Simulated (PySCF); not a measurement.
Multinuclear NMR of C₇H₁₂BF

Mapped SMILES: `[CH2:1]=[C:2]1[CH2:3][C@@H:4]([B:5]([CH3:6])[CH3:7])[C@@H:8]1[F:9]`. Hydrogens are named by the atom that carries them. Ha(C3) is cis to B5 on the ring; Ha(C1) is cis to C3; Hb(C3) is trans to B5 on the ring; Hb(C1) is trans to C3.

- geometry from PBE0-D3(BJ)/def2-SVP
- PBE0/pcSseg-1 with gauge-including orbitals
- program: PySCF 2.14
- one computed conformer, no relativistic terms, rapidly exchanging positions averaged, no solvent model

What are the $^{19}$F shifts?

Results:


| atoms | environment | σ (ppm) | δ (ppm) |
| --- | --- | --- | --- |
| F9 | fluorine on an sp3 carbon | 358.0 | -161.5 |

Shieldings were converted by a linear fit to measured shifts: $^{19}$F (scatter 6.9 ppm rms, 7.7 ppm with the 5 outliers that the fit left out vs CFCl3, solution or neat liquid, with a term for F on sp3 carbon). A few per cent of atoms miss by over 2 rms, more outside the fitted compound classes.

On a 400 MHz spectrometer $^{19}$F resonates near 376.4 MHz, so 1 ppm is 376.4 Hz.
